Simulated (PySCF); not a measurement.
Ga(NHMe)3, SMILES C[NH][Ga]([NH]C)[NH]C (C₃H₁₂GaN₃), GFN2-xTB optimised geometry.

```
19

Ga    -0.46     0.26     0.00
N     -1.58    -1.20     0.15
C     -1.21    -2.60     0.35
H     -2.47    -1.14    -0.33
H     -1.13    -3.16    -0.59
H     -1.94    -3.10     0.99
H     -0.24    -2.63     0.85
N     -1.20     1.95     0.00
C     -2.62     2.28    -0.02
H     -0.66     2.68    -0.45
H     -3.01     2.48    -1.02
H     -2.82     3.16     0.60
H     -3.18     1.44     0.41
N      1.38     0.26     0.00
C      2.30    -0.87     0.00
H      1.82     1.08     0.42
H      2.64    -1.15     1.00
H      3.18    -0.65    -0.61
H      1.79    -1.74    -0.44
```

Density from B3LYP/def2-SVP run with PySCF at that geometry.

Minimum of the electron density along straight lines between bonded atoms, close to the bond critical point (lines longer than 1.1 times the sum of covalent radii, or with two minima, are not listed):

```csv
bond,length / Å,ρ at the minimum / e bohr⁻³,∇²ρ there / e bohr⁻⁵,position (fraction from the first atom)
Ga1–N2,1.849,0.124,0.53,0.47
N2–C3,1.459,0.264,-0.72,0.60
N2–H4,1.015,0.330,-1.48,0.76
C3–H5,1.097,0.276,-1.01,0.62
C3–H6,1.095,0.277,-1.02,0.63
C3–H7,1.091,0.280,-1.04,0.63
Ga1–N8,1.845,0.125,0.55,0.47
N8–C9,1.458,0.265,-0.72,0.60
N8–H10,1.015,0.331,-1.48,0.76
C9–H11,1.097,0.276,-1.00,0.62
C9–H12,1.095,0.277,-1.02,0.63
C9–H13,1.091,0.280,-1.05,0.63
Ga1–N14,1.846,0.125,0.53,0.47
N14–C15,1.458,0.264,-0.72,0.60
N14–H16,1.015,0.330,-1.48,0.76
C15–H17,1.097,0.276,-1.01,0.62
C15–H18,1.096,0.277,-1.02,0.63
C15–H19,1.091,0.280,-1.04,0.63
```
